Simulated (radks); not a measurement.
Results of a calculation; reference values are marked as such.
Task: The ruthenium ion Ru21+, [Ar] 3d5. Code: a radial shooting solver on a logarithmic mesh with Libxc functionals. Model: non-relativistic Kohn-Sham, exchange-only LDA, spin-polarised, spherical densities, point nucleus. Every spin shell is full or empty, so the densities are truly spherical. Functionals are evaluated on that one density, not self-consistently. Rank these exchange functionals by their error against the exact value of the orbitals, and give that value: LDA, B88, PBEsol, revPBE, RPBE, PW91, OPTX, WC, SOGGA, TPSS, revTPSS, r2SCAN, TASK, MVS.

Result: Exact: -105.786 hartree. From best to worst, with 100 (|E| - |E exact|)/|E exact| (equal figures are ties): B88 -0.08, MVS -0.11, r2SCAN -0.13, PW91 -0.19, TPSS -0.22, RPBE -0.26, revPBE -0.34, OPTX +0.80, revTPSS -0.91, WC -1.23, TASK -2.33, PBEsol -2.80, SOGGA -2.83, LDA -6.06.
